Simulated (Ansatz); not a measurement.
A nudged elastic band was laid between two geometries of CH3BFNO (8 atoms, charge 0, multiplicity 1).

Computed with Ansatz 0.2.0, RKS r2SCAN-D4/6-31G.

| Quantity | Value |
| --- | --- |
| movable images | 5 |
| climbing image | yes |
| spring | 5.0 eV/Å² |
| optimiser | quadratic models (default) |
| start path | through a guess of the saddle point |
| force threshold | 0.05 eV/Å |
| iteration limit | 60 |
| end points | relaxed |

Initial state:

```xyz
8
Properties=species:S:1:pos:R:3
O 0.025 1.414 0.767
C 0.373 0.240 0.098
F 1.551 0.499 -0.686
B -0.073 -1.198 0.481
N -0.629 -0.542 -0.605
H 0.183 2.195 0.191
H -0.090 -2.201 1.100
H -1.247 -0.464 -1.401
```

Final state:

```xyz
8
Properties=species:S:1:pos:R:3
O -0.202 1.538 0.320
C 0.309 0.286 -0.055
F 1.524 0.497 -0.801
B -0.059 -1.129 0.501
N -0.630 -0.607 -0.649
H 0.462 2.021 0.852
H -0.058 -2.063 1.220
H -1.254 -0.600 -1.443
```

(1) Which bonds break or form, and what moves?

(2) Give the energies along the band, and the barrier.

(3) What is the geometry of the highest image?

(4) What are the harmonic wavenumbers there?

## Answers

(1) No bond is made or broken. The dihedral H6–O1–C2–F3 goes from 38 to -58°.

(2) It converged. The highest image is number 2 of 0 to 6, 1.5 kJ/mol above the first end and 4.9 kJ/mol above the last; the last end lies 3.4 kJ/mol below the first. A vibrational analysis at the climbing image gives one clearly imaginary mode, 260i cm⁻¹: a first-order saddle point. Limits of this set-up: no polarisation functions.

```json
{"image": "0", "path coordinate (Å)": "0.00", "energy (kJ/mol)": "0.0", "dihedral H6–O1–C2–F3 (°)": "38"}
{"image": "1", "path coordinate (Å)": "0.20", "energy (kJ/mol)": "0.8", "dihedral H6–O1–C2–F3 (°)": "21"}
{"image": "2", "path coordinate (Å)": "0.40", "energy (kJ/mol)": "1.5", "dihedral H6–O1–C2–F3 (°)": "2"}
{"image": "3", "path coordinate (Å)": "0.58", "energy (kJ/mol)": "0.7", "dihedral H6–O1–C2–F3 (°)": "-14"}
{"image": "4", "path coordinate (Å)": "0.75", "energy (kJ/mol)": "-1.1", "dihedral H6–O1–C2–F3 (°)": "-30"}
{"image": "5", "path coordinate (Å)": "0.93", "energy (kJ/mol)": "-2.8", "dihedral H6–O1–C2–F3 (°)": "-45"}
{"image": "6", "path coordinate (Å)": "1.10", "energy (kJ/mol)": "-3.4", "dihedral H6–O1–C2–F3 (°)": "-58"}
```

(3) 
```xyz
8
Properties=species:S:1:pos:R:3
O -0.145 1.443 0.636
C 0.321 0.248 0.053
F 1.506 0.569 -0.699
B -0.048 -1.202 0.480
N -0.628 -0.590 -0.625
H 0.426 2.187 0.357
H -0.053 -2.184 1.131
H -1.287 -0.528 -1.389
```

(4) 260i, 308, 414, 443, 482, 621, 716, 826, 850, 904, 1013, 1061, 1166, 1345, 1476, 2802, 3600, 3645 cm⁻¹.

The run took 3.1 min on 1 thread of Intel(R) Xeon(R) Platinum 8375C CPU @ 2.90GHz (Ice Lake) (shared host), peak memory 0.13 GiB.
